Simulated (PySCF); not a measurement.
## [HgF3(NH3)]−: from a saddle point downhill

PySCF 2.14.0, RKS PBE0, Hg def2-SVP with ECP60, F def2-SVP, N def2-SVP, H def2-SVP; non-relativistic Hamiltonian with scalar-relativistic core potentials where named; density fitting; no spin-orbit coupling. Relaxed within the symmetry of its start, the geometry (C3v) is

```xyz
8

Hg    0.0848   -0.0848    0.0848
F     1.0022    1.5746    1.0022
F    -1.5746   -1.0022    1.0022
F     1.0022   -1.0022   -1.5746
N    -1.4499    1.4499   -1.4499
H    -2.0382    2.0382   -0.8672
H    -0.8672    2.0382   -2.0382
H    -2.0382    0.8672   -2.0382
```

and its lowest harmonic modes are -113, 22, 22, 112, 112, 145 cm⁻¹ (negative: unstable). It was moved along the lowest mode and relaxed again, within the group C3 that the move left.

Where does it end, and how much lower?

In C3, 0.015 eV lower, after 7 steps:
```xyz
8

Hg    0.0761   -0.0761    0.0761
F     0.9253    1.5884    1.0509
F    -1.5884   -1.0509    0.9253
F     1.0509   -0.9253   -1.5884
N    -1.4412    1.4412   -1.4412
H    -1.6954    2.2792   -0.9270
H    -0.9270    1.6954   -2.2792
H    -2.2792    0.9270   -1.6954
```

How do the contacts change?


```
     contact  saddle (Å)  end (Å)
  Hg1–F2 (F)       2.106    2.108
  Hg1–F3 (F)       2.106    2.108
  Hg1–F4 (F)       2.106    2.108
Hg1–N5 (NH3)       2.658    2.628
```


Is the end a minimum?

No, 3 of the modes stay unstable (below −25 cm⁻¹); lowest modes -82, -78, -78, 81, 81, 139 cm⁻¹.

State: singlet.
